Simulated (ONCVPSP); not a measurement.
## An all-electron radial function and its pseudo partner (H (Z = 1))

Columns: radius, all-electron u(r) and pseudo u(r) of the 1s shell (level -6.35 eV) of hydrogen in the configuration 1s1; LDA (Perdew-Wang 92), scalar-relativistic, ONCV scheme, ONCVPSP 4.0.1.

| r (bohr) | all-electron | pseudo |
| --- | --- | --- |
| 0.040 | 0.0712 | 0.0619 |
| 0.080 | 0.1367 | 0.1228 |
| 0.120 | 0.1971 | 0.1820 |
| 0.160 | 0.2524 | 0.2386 |
| 0.200 | 0.3032 | 0.2921 |
| 0.240 | 0.3496 | 0.3420 |
| 0.280 | 0.3918 | 0.3878 |
| 0.320 | 0.4303 | 0.4295 |
| 0.360 | 0.4652 | 0.4671 |
| 0.400 | 0.4968 | 0.5004 |
| 0.440 | 0.5252 | 0.5300 |
| 0.480 | 0.5508 | 0.5558 |
| 0.520 | 0.5736 | 0.5783 |
| 0.560 | 0.5939 | 0.5978 |
| 0.600 | 0.6118 | 0.6147 |
| 0.640 | 0.6276 | 0.6294 |
| 0.680 | 0.6413 | 0.6423 |
| 0.720 | 0.6532 | 0.6535 |
| 0.760 | 0.6632 | 0.6633 |
| 0.800 | 0.6717 | 0.6717 |
| 0.840 | 0.6786 | 0.6786 |
| 0.880 | 0.6841 | 0.6841 |
| 0.920 | 0.6883 | 0.6884 |
| 0.960 | 0.6914 | 0.6914 |
| 1.000 | 0.6933 | 0.6933 |
| 1.040 | 0.6941 | 0.6941 |

**Question.** How many radial nodes do the two functions have?

**Answer.** The all-electron 1s function has n − l − 1 = 0; the pseudo-wave has 0.

**Question.** At about which radius was the pseudo-wave matched?

**Answer.** 0.80 bohr. The columns agree to 0.0005 from 0.72 bohr on; several derivatives are matched, so the curves merge somewhat inside the radius.

**Question.** Is the pseudo-wave norm-conserving?

**Answer.** Yes: the ONCV scheme keeps the norm inside the radius equal to the all-electron one, which fixes the energy derivative of the logarithmic derivative at the level.
